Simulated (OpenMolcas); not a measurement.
Co+: effect of correlating more closed shells

- Program: OpenMolcas
- Basis: ANO-RCC-VTZP [6s5p3d2f1g]
- Scalar Hamiltonian: DKH2, point nucleus
- Active space: 8 electrons in 6 orbitals (3d 4s)
- State averaging: 2S+1 = 3 even, 55 roots; 2S+1 = 5 even, 10 roots kept (CI in the orbitals of an earlier block); 2S+1 = 1 even, 33 roots kept (CI in the orbitals of an earlier block)
- Spin-orbit coupling: state interaction with AMFI integrals over the reference wave functions, term energies averaged over their components

Methods on the same reference wave functions:
A. CASSCF
B. MS-CASPT2, IPEA 0.25 Eh, imaginary shift 0.1 Eh (closed shells correlated: none)
C. MS-CASPT2, IPEA 0.25 Eh, imaginary shift 0.1 Eh (closed shells correlated: 3s 3p)

Energies in cm⁻¹ above 3d⁸ ³F₄, the measured ground level; measured values from NIST Handbook of Basic Atomic Spectroscopic Data.

| Level | A | B | C | Measured |
| --- | --- | --- | --- | --- |
| 3d⁷ 4s ⁵F₅ | -22784 | 1635 | 1089 | 3350 |
| 3d⁷ 4s ⁵F₄ | -22121 | 2290 | 1749 | 4029 |
| 3d⁷ 4s ⁵F₃ | -21598 | 2820 | 2270 | 4561 |
| 3d⁷ 4s ⁵F₂ | -21212 | 3200 | 2660 | 4950 |
| 3d⁷ 4s ⁵F₁ | -20958 | 3460 | 2910 | 5205 |
| 3d⁷ 4s ³F₄(1) | -14070 | 7500 | 7260 |  |
| 3d⁷ 4s ³F₃(1) | -13177 | 8390 | 8160 |  |
| 3d⁷ 4s ³F₂(1) | -12549 | 9010 | 8750 |  |
| 3d⁷ 4s ⁵P₃ | -4310 | 17240 | 16100 |  |
| 3d⁷ 4s ⁵P₂ | -4028 | 17540 | 16360 |  |
| 3d⁷ 4s ⁵P₁ | -3711 | 17850 | 16690 |  |
| 3d⁷ 4s ³G₅ | -2268 | 20760 | 19090 |  |
| 3d⁷ 4s ³G₄ | -1886 | 21120 | 19460 |  |
| 3d⁷ 4s ³G₃ | -1496 | 21520 | 19860 |  |
| 3d⁸ ³F₄ | 0.0 | 0.0 | 0.0 | 0.0 |
| 3d⁸ ³F₃ | 1046 | 1047 | 1047 | 950 |
| 3d⁸ ³F₂ | 1782 | 1764 | 1749 | 1597 |
| 3d⁷ 4s ¹G₄ | 2249 | 23950 | 22480 |  |
| 3d⁷ 4s ³H₆ | 3820 | 27020 | 25240 |  |
| 3d⁷ 4s ³H₅ | 4169 | 27350 | 25580 |  |
| 3d⁷ 4s ³P₂(2) [57 %] | 4438 | 23230 | 22770 |  |
| 3d⁷ 4s ³H₄ | 4611 | 27740 | 25970 |  |
| 3d⁷ 4s ³D₃ | 5843 | 27190 | 25420 |  |
| 3d⁷ 4s ³D₂ | 6509 | 27920 | 26040 |  |

A puts 3d⁷ 4s ⁵F₅ lowest.

Deviations, from unrounded energies. A percentage is the sum of absolute deviations over the sum of measured energies, with the sign that they share, or ± where signs differ.

| Against measurement | Levels | A | B | C |
| --- | --- | --- | --- | --- |
| mean absolute deviation (cm-1) | 7 | 19000 | 1300 | 1700 |
| fine structure of the ground term (%) | 2 | +11.0 | +10.3 | +9.8 |
| other configurations (%) | 5 | -591.8 | -39.3 | -51.7 |

B lies closest to measurement on these levels and A furthest from it. The largest miss of B in the table is 3d⁷ 4s ⁵F₁, by -1700 cm-1. The ranking rests on the paired levels alone, and a cruder setting can come out closer through cancelling errors.

Between B and C the level of the table that moves most is 3d⁷ 4s ³D₂, by 1900 cm-1 (lowest in C, highest in B). Moves below CASPT2's spread within the term are not significant.

The mean deviations of B to C differ by less than CASPT2's widest spread within a term (1800 cm-1), so their order carries little weight.

The lowest spin-free term lies below A's lowest term by 0.233 hartree in B, 0.542 hartree in C.

What an inner shell adds also hangs on whether the basis holds functions to correlate it.

Term energies are means over components that CASPT2 splits; among the terms shown or strongly mixed into the levels shown the widest spread is 1800 cm-1 (3d⁷ 4s ⁵F, C). Terms from blocks run as CI alone lack orbitals of their own. A single d shell beside an s shell can misplace configurations of different d count against each other. The CASPT2 spread within a term exceeds the gap to the next term for 3d⁷ 4s ³H and 3d⁷ 4s ³D, so the order of their levels is uncertain (figures for B; the like holds for C). Without dynamic correlation excited terms often stand tens of per cent too high (terms of higher spin than the ground term too low), and those without a measured partner can miss by more than the paired ones (holds for A). The lowest computed level is not the ground level that NIST lists (3F4) (holds for A). Computed and measured levels are paired by configuration, term and J; levels that our copy of the source lacks, or whose pairing is in doubt (as where it misses far off the trend of its configuration), stay unpaired and out of the deviations. Levels of configurations outside the active space are missing. Levels that lie high or do not pair safely by name in every column are left out.

A share in square brackets marks a mixed level and gives the weight of the term that names it, the lowest over the columns. A number in round brackets counts repeated terms of one configuration in the order of the reference energies.
